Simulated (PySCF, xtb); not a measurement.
chlorosilylboronic acid (BClH4O2Si), SMILES B([SiH2]Cl)(O)O. Other conformers were not sampled.

Harmonic wavenumbers (cm⁻¹) from GFN2-xTB in xtb at its own minimum, in rising order: 38, 87, 265, 295, 364, 470, 489, 516, 575, 580, 594, 689, 836, 921, 972, 1206, 1282, 2182, 2213, 3616, 3665.

Q: What does B3LYP-D3(BJ)/def2-SVP in PySCF 2.14.0 give at its own minimum? (Estimate from the structure and the level; the computed values follow.)

A: 49, 123, 279, 335, 380, 484, 515, 597, 610, 624, 692, 828, 953, 987, 1048, 1288, 1459, 2213, 2215, 3793, 3892. Paired by order, the mean absolute difference is 72 cm⁻¹ and the zero-point energies are 31.2 and 33.4 kcal/mol.
